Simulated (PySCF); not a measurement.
## Bi²⁺: ionisation energy

Bi²⁺ [Xe] 4f14 5d10 6s2 6p1 (2P) → Bi³⁺ [Xe] 4f14 5d10 6s2 (1S), as a difference of total energies. Calculation: PySCF 2.14, in aug-cc-pVQZ-DK3; scalar relativity by spin-free X2C-1e. Correlated levels: valence: [Xe] 4f14 5d10 frozen. The calculations carry no spin-orbit coupling.

```json
{"method": "UHF", "ionisation energy (eV)": "23.080", "plus first-order spin-orbit estimate": "24.538", "error of that sum (eV)": "-1.033"}
{"method": "MP2 (valence)", "ionisation energy (eV)": "23.305", "plus first-order spin-orbit estimate": "24.763", "error of that sum (eV)": "-0.808"}
{"method": "SCS-MP2 (valence)", "ionisation energy (eV)": "23.298", "plus first-order spin-orbit estimate": "24.755", "error of that sum (eV)": "-0.816"}
{"method": "CCSD (valence)", "ionisation energy (eV)": "23.352", "plus first-order spin-orbit estimate": "24.809", "error of that sum (eV)": "-0.762"}
{"method": "CCSD(T) (valence)", "ionisation energy (eV)": "23.363", "plus first-order spin-orbit estimate": "24.820", "error of that sum (eV)": "-0.751"}
```

Reference: 25.571 eV (measured; NIST Atomic Spectra Database, ionization energies).

A first-order spin-orbit estimate (lowest level to lowest level, LS coupling) adds 1.457 eV.

Errors of the correlated levels include the incompleteness of this basis and the frozen core.

Every method misses the reference by a wide margin, which points to the basis or the choice of state and not to the methods.
